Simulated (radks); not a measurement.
Values are calculated unless marked as measured or tabulated.
All-electron atom: Tb3+ in [Xe] 4f8 (the NIST ground configuration). Level of theory: Dirac Kohn-Sham, BLYP, spin-unpolarised, spherical densities, finite nucleus; open shells fill j = l - 1/2 first; Fermi nuclear charge, rms radius 5.06 fm (a radial shooting solver on a logarithmic mesh with Libxc functionals).

Normalised radial functions P(r) = r R(r) (large component), r in bohr:

r           4d5/2   4f5/2
0.002054   0.0001  0.0000
0.002353   0.0001  0.0000
0.002696   0.0001  0.0000
0.003113   0.0002  0.0000
0.003567   0.0002  0.0000
0.004119   0.0004  0.0000
0.004719   0.0006  0.0000
0.005407   0.0008  0.0000
0.006244   0.0012  0.0000
0.007154   0.0018  0.0000
0.008196   0.0026  0.0000
0.009465   0.0039  0.0000
0.01084    0.0057  0.0001
0.01252    0.0085  0.0001
0.01435    0.0122  0.0001
0.01644    0.0175  0.0002
0.01898    0.0254  0.0004
0.02175    0.0359  0.0006
0.02512    0.0513  0.0010
0.02878    0.0712  0.0017
0.03297    0.0978  0.0027
0.03808    0.1350  0.0044
0.04362    0.1805  0.0069
0.04998    0.2375  0.0108
0.05772    0.3114  0.0171
0.06613    0.3935  0.0260
0.07637    0.4910  0.0400
0.0875     0.5877  0.0591
0.1002     0.6804  0.0860
0.1158     0.7603  0.1254
0.1326     0.8021  0.1754
0.152      0.7933  0.2400
0.1755     0.7100  0.3259
0.2011     0.5491  0.4236
0.2322     0.2891  0.5425
0.266     -0.0285  0.6645
0.3048    -0.3882  0.7886
0.352     -0.7697  0.9117
0.4033    -1.0816  1.0088
0.4657    -1.3113  1.0795
0.5336    -1.4036  1.1075
0.6113    -1.3703  1.0952
0.706     -1.2201  1.0415
0.8088    -1.0075  0.9593
0.9267    -0.7688  0.8554
1.07      -0.5287  0.7321
1.226     -0.3400  0.6118
1.416     -0.1926  0.4881
1.622     -0.1014  0.3803
1.859     -0.0477  0.2851
2.147     -0.0187  0.2006
2.459     -0.0067  0.1369
2.818     -0.0020  0.0884
3.254     -0.0005  0.0517
3.728     -0.0001  0.0286
4.305     0.0000  0.0136
4.933     0.0000  0.0060

4d5/2: eigenvalue -175.94 eV, 1 radial node at r = 0.263 bohr, <r> = 0.626 bohr, 90 % of the charge inside 0.941 bohr. 4f5/2: eigenvalue -34.315 eV, 0 radial nodes, <r> = 0.824 bohr, 90 % of the charge inside 1.41 bohr.
